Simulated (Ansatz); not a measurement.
`C[C@]1(F)O[Si@H]1O`, relaxed with RKS PBE-D4/def2-SVP in Ansatz 0.2.0 from a rough embedded geometry. The force threshold is 0.03 eV/Å; the program also tests the step.

Total charge 0; spin multiplicity 1.

Start:

```xyz
11

C     0.224    0.331    1.651
C     0.553   -0.025    0.196
F     1.786   -0.683   -0.059
O     0.112    1.015   -0.737
Si   -0.828   -0.334   -0.955
O    -0.530   -0.963   -2.474
H     1.094    0.929    2.017
H    -0.650    0.977    1.741
H     0.146   -0.574    2.180
H    -2.245    0.095   -0.732
H     0.338   -0.768   -2.829
```

Problem. By how much does the energy fall, and how many steps does the optimiser take? (Best estimate.)

Solution. Ansatz gave: 65.79 kJ/mol, in 7 steps, 1 of them rejected.

Problem. Which bonds change most? (Estimate.)

Solution. Computed: O4–Si5 from 1.659 to 1.716 Å; C1–H9 from 1.052 to 1.107 Å; C1–C2 from 1.534 to 1.503 Å; C2–F3 from 1.421 to 1.392 Å.

Problem. Give the relaxed structure. (An estimate is asked.)

Solution. The calculation gave: 
```xyz
11

C     0.302    0.305    1.697
C     0.412    0.008    0.228
F     1.645   -0.580   -0.041
O     0.193    1.149   -0.637
Si   -0.849   -0.128   -1.115
O    -0.585   -0.902   -2.562
H     1.086    1.042    1.974
H    -0.688    0.734    1.942
H     0.454   -0.616    2.291
H    -2.312    0.137   -1.046
H     0.343   -1.150   -2.732
```
